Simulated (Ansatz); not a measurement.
CH₄BrFOSi, SMILES `O[SiH2]C(F)Br`, relaxed with RKS PBE-D4/def2-SVP in Ansatz from a rough embedded geometry. The force threshold is 0.03 eV/Å; the program also tests the step.

Total charge 0; spin multiplicity 1.

Start:

```xyz
9

O    -1.602   -0.789   -0.549
Si   -0.427   -0.502    0.509
C     0.913    0.567   -0.102
F     0.460    1.809   -0.566
Br    1.932   -0.276   -1.530
H    -1.992   -0.055   -1.080
H     0.132   -1.776    0.991
H    -1.056    0.142    1.666
H     1.639    0.879    0.662
```

Task: By how much does the energy fall, and how many steps does the optimiser take? (Best estimate.)

Result: Ansatz gave: 7.31 kcal/mol, in 6 steps.

Task: Which bonds change most? (Best estimate.)

Result: Ansatz gave: Si2–C3 from 1.820 to 1.922 Å; O1–Si2 from 1.607 to 1.673 Å; Si2–H8 from 1.466 to 1.508 Å; C3–Br5 from 1.946 to 1.979 Å.

Task: Give the relaxed structure. (Estimate.)

Result: Ansatz gave: 
```xyz
9

O    -1.562   -0.852   -0.650
Si   -0.467   -0.515    0.568
C     0.940    0.621   -0.084
F     0.391    1.816   -0.503
Br    1.859   -0.258   -1.601
H    -1.927   -0.075   -1.109
H     0.102   -1.819    1.026
H    -1.088    0.249    1.710
H     1.752    0.834    0.644
```
